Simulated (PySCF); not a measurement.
# A ladder of Hamiltonians for Si(4+) (silicon, charge +4)

Occupied: 1s1/2, 2s1/2, 2p1/2, 2p3/2. Hartree-Fock calculated with PySCF 2.14 in an even-tempered Gaussian basis (18 s from 0.092 bohr⁻², ratio 2.7; 12 p from 0.11 bohr⁻², ratio 2.7), Gaussian nucleus throughout. NR is non-relativistic, sf-X2C the spin-free one-electron X2C Hamiltonian, X2C adds the bare one-electron spin-orbit term, X2C-SNSO screens it by Boettger's factors, DC is four-component Dirac-Coulomb, and the Gaunt and Breit terms are added at first order (total energies over the DC spinors, levels after relaxing the spinors in that mean field). QED terms are absent. Levels marked empty are virtual spinors of this ion.

```tsv
Hamiltonian	E (hartree)	E − E(DC) (hartree)	CPU seconds
NR	-285.1778	0.6218	0.3
sf-X2C	-285.7776	0.0220	0.2
X2C	-285.7780	0.0216	0.2
X2C-SNSO	-285.7779	0.0217	0.2
DC	-285.7996	0.0000	11
DC+Gaunt	-285.7413	0.0583	24
DC+Breit	-285.7452	0.0544	68
```

**Question.** Give the 3p spin-orbit interval with each Hamiltonian that has one.

**Answer.** X2C 0.06947; X2C-SNSO 0.05952; DC 0.05807; DC+Gaunt 0.05497; DC+Breit 0.05497 (eV).

```csv
level (eV),NR,sf-X2C,X2C,X2C-SNSO,DC,DC+Gaunt,DC+Breit
1s1/2,-1927.2,-1931.7,-1931.7,-1931.7,-1932.2,-1931.2,-1931.2
2s1/2,-219.73,-220.50,-220.50,-220.50,-220.53,-220.49,-220.49
2p1/2,-168.52,-168.54,-169.10,-169.02,-169.01,-168.93,-168.94
2p3/2,-168.52,-168.54,-168.27,-168.31,-168.32,-168.28,-168.29
3s1/2 (empty),-44.611,-44.701,-44.701,-44.701,-44.704,-44.698,-44.699
3p1/2 (empty),-35.904,-35.916,-35.962,-35.956,-35.955,-35.948,-35.949
3p3/2 (empty),-35.904,-35.916,-35.893,-35.896,-35.897,-35.893,-35.894
```

Weight of the small component: 1s1/2 0.00246, 2s1/2 0.000356, 2p1/2 0.000330, 2p3/2 0.000328, 3s1/2 5.46e-05, 3p1/2 4.58e-05, 3p3/2 4.57e-05.

Koopmans' value for the highest occupied level at DC+Breit: 168.29 eV, against an ionisation energy of 166.77 eV (measured; NIST Atomic Spectra Database, ionization energies); the former lacks relaxation, correlation, QED and recoil.

The whole ladder took 110 s of wall time on 1 thread of Intel(R) Xeon(R) Platinum 8259CL CPU @ 2.50GHz (shared host), launched as `OMP_NUM_THREADS=1 python relrun2.py TASK.json OUT` (a driver that calls PySCF for each Hamiltonian).
